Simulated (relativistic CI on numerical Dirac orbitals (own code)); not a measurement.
What each ingredient does to the levels of In39+

Base calculation: Dirac-Coulomb-Breit CI, KLI orbitals optimised for each configuration, model QED, unscaled Slater integrals.

CI space (outside the closed core 1s2): 2s2 2p6, 2s2 2p5 3s, 2s2 2p5 3p, 2s2 2p5 3d, 2s 2p6 3s, 2s 2p6 3p, 2s 2p6 3d, 2s2 2p5 4s, 2s2 2p5 4p, 2s2 2p5 4d, 2s2 2p5 4f, 2s 2p6 4s, 2s 2p6 4p, 2s2 2p4 3s2, 2s 2p6 4d, 2s 2p6 4f, 2s2 2p5 5s, 2s2 2p4 3s 3p, 2s2 2p5 5p, 2s2 2p5 5d, 2s2 2p5 5f, 2s2 2p5 5g, 2s2 2p4 3p2, 2s2 2p4 3s 3d, 2s2 2p4 3p 3d, 2s 2p5 3s2, 2s2 2p4 3d2, 2s 2p5 3s 3p, 2s 2p6 5s, 2s 2p5 3p2, 2s 2p5 3s 3d, 2s 2p6 5p, 2s 2p6 5d, 2s 2p6 5f, 2s 2p6 5g, 2s 2p5 3p 3d. Levels of other configurations are missing.

The lowest level and the first level of each name with at least 55 % of one term (blank where a level has no safe partner in the second run):

```
           Level  Base (eV)  Shift (eV)
    2s2 2p6 1S_0       0.00        0.00
2s2 2p5 3s 3P°_2    3385.32       -0.81
2s2 2p5 3s 1P°_1    3390.19       -0.82
 2s2 2p5 3p 3D_3    3522.36       +0.19
 2s2 2p5 3p 1P_1    3522.37       +0.20
 2s2 2p5 3p 3P_2    3529.65       +0.19
2s2 2p5 3s 3P°_0    3602.03       -1.18
2s2 2p5 3s 3P°_1    3604.11       -1.19
2s2 2p5 3d 3P°_0    3617.70       +0.30
2s2 2p5 3d 3P°_1    3622.27       +0.31
2s2 2p5 3d 3F°_3    3626.02       +0.32
2s2 2p5 3d 3D°_2    3629.39       +0.32
2s2 2p5 3d 3F°_4    3635.35       +0.28
2s2 2p5 3d 1D°_2    3639.12       +0.28
2s2 2p5 3d 3D°_3    3645.15       +0.28
2s2 2p5 3d 1P°_1    3664.37       +0.27
 2s2 2p5 3p 3D_1    3683.13       -0.10
2s2 2p5 3d 3F°_2    3842.15       -0.08
  2s 2p6 3s 3S_1    3876.98       +2.98
  2s 2p6 3s 1S_0    3893.38       +3.03
 2s 2p6 3p 3P°_0    3958.46       +4.11
 2s 2p6 3p 3P°_1    3960.15       +4.09
```

At this charge energies of transitions that change n are usually good to better than 1 %, and those within a shell (Δn = 0) to a few per cent.

(1) One thing was changed in a second run, which moved the levels as shown. Which?
A. Breit term removed
B. QED terms removed
C. configuration mixing switched off

Results:

(1) B. QED terms removed. QED shifts follow the density of s (and p1/2) electrons at the nucleus, so configurations move by their count of such electrons; where none moves, the smaller shifts of p3/2 electrons and of j = l + 1/2 against j = l − 1/2 set the pattern.

LS names give the leading component of a level, which can be under half, so a name can repeat, a term be missing and a line seem to break the LS rules.
